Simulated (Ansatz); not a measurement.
One change: `CB1C[SiH2]1` becomes `B1C[SiH2]1`.

Ansatz, PBE0-D4/def2-TZVP geometries, multiplicity 1. 

| property | `CB1C[SiH2]1` |
| --- | --- |
| HOMO energy (B3LYP/def2-TZVPP) / eV | -6.35 |
| ideal-gas entropy at 298 K and 1 bar (rigid rotor, harmonic PBE0-D4/def2-TZVP) / J/(mol·K) | 323 |
| HOMO–LUMO gap (ωB97M-V/def2-TZVPP) / eV | 9.34 |
| HOMO energy (PBE0/def2-TZVPP) / eV | -6.53 |
| size of the dipole moment (PBE/def2-TZVPP) / D | 0.49 |
| size of the dipole moment (ωB97M-V/def2-TZVPP) / D | 0.32 |

Question: Give the same properties after the change, and the shifts. (Estimate.)

Answer: The calculation gave: 
| property | `B1C[SiH2]1` | shift |
| --- | --- | --- |
| HOMO energy (B3LYP/def2-TZVPP) / eV | -6.75 | -0.40 |
| ideal-gas entropy at 298 K and 1 bar (rigid rotor, harmonic PBE0-D4/def2-TZVP) / J/(mol·K) | 276 | -47 |
| HOMO–LUMO gap (ωB97M-V/def2-TZVPP) / eV | 9.45 | 0.11 |
| HOMO energy (PBE0/def2-TZVPP) / eV | -6.95 | -0.42 |
| size of the dipole moment (PBE/def2-TZVPP) / D | 0.95 | 0.46 |
| size of the dipole moment (ωB97M-V/def2-TZVPP) / D | 0.89 | 0.57 |

With PBE0 the HOMO falls by 0.42 eV and the LUMO falls by 0.28 eV, so the gap widens by about 0.14 eV. PBE moves the HOMO by -0.43 eV and ωB97M-V by -0.42 eV. The zero-point energy changes by -73.4 kJ/mol with -9 modes. Dipoles are sizes alone; their direction can turn.

B3LYP here is the variant with VWN-RPA as its local correlation; programs differ in this.
